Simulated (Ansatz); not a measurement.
One change: `NB(N)F` becomes `NB(N)O[SiH3]`.

Ansatz, PBE0-D4/def2-TZVP geometries, multiplicity 1. Each molecule was computed in one conformer, which needn't be the lowest.

```json
{"property": "LUMO energy (ωB97M-V/def2-TZVPP) / eV", "`NB(N)F`": "2.06"}
{"property": "ideal-gas entropy at 298 K and 1 bar (rigid rotor, harmonic PBE0-D4/def2-TZVP) / J/(mol·K)", "`NB(N)F`": "287"}
{"property": "HOMO–LUMO gap (PBE0/def2-TZVPP) / eV", "`NB(N)F`": "7.93"}
{"property": "size of the dipole moment (ωB97M-V/def2-TZVPP) / D", "`NB(N)F`": "2.30"}
{"property": "size of the dipole moment (B3LYP/def2-TZVPP) / D", "`NB(N)F`": "2.33"}
{"property": "LUMO energy (B3LYP/def2-TZVPP) / eV", "`NB(N)F`": "0.41"}
```

What does the change do to each property? (Estimate.)

Ansatz gave: 
```json
{"property": "LUMO energy (ωB97M-V/def2-TZVPP) / eV", "`NB(N)O[SiH3]`": "1.88", "shift": "-0.18"}
{"property": "ideal-gas entropy at 298 K and 1 bar (rigid rotor, harmonic PBE0-D4/def2-TZVP) / J/(mol·K)", "`NB(N)O[SiH3]`": "365", "shift": "78"}
{"property": "HOMO–LUMO gap (PBE0/def2-TZVPP) / eV", "`NB(N)O[SiH3]`": "7.36", "shift": "-0.57"}
{"property": "size of the dipole moment (ωB97M-V/def2-TZVPP) / D", "`NB(N)O[SiH3]`": "1.65", "shift": "-0.65"}
{"property": "size of the dipole moment (B3LYP/def2-TZVPP) / D", "`NB(N)O[SiH3]`": "1.64", "shift": "-0.69"}
{"property": "LUMO energy (B3LYP/def2-TZVPP) / eV", "`NB(N)O[SiH3]`": "0.13", "shift": "-0.28"}
```

With PBE0 the HOMO rises by 0.18 eV and the LUMO falls by 0.39 eV, so the gap narrows by about 0.57 eV. PBE moves the HOMO by 0.14 eV and ωB97M-V by 0.17 eV. The zero-point energy changes by 72.2 kJ/mol with +12 modes. Dipoles are sizes alone; their direction can turn. Modes under 60 cm⁻¹, often nearly free rotors, make the harmonic entropy too high.

B3LYP here is the variant with VWN-RPA as its local correlation; programs differ in this.
